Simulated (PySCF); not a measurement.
A calculated (r2SCAN, PySCF 2.14, x2c-TZVPPall with one added diffuse shell each of s, p, d type, scalar relativity by spin-free X2C-1e) atom or ion has these occupied shells.

```tsv
shell	electrons	orbital energy (eV)	rms radius, mean of both spins (bohr)
1s	2	-38752.0	0.0286
2s	2	-6208.1	0.116
2p	6	-5569.5	0.104
3s	2	-1353.8	0.304
3p	6	-1148.1	0.304
3d	10	-849.71	0.282
4s	2	-294.77	0.695
4p	6	-227.31	0.739
4d	10	-128.67	0.827
5s	2	-62.520	1.64
5p	6	-45.248	1.86
```

(1) Name the element and its charge.

Results:

(1) La(3+) (lanthanum, charge +3), in [Xe], closed-shell 1S.
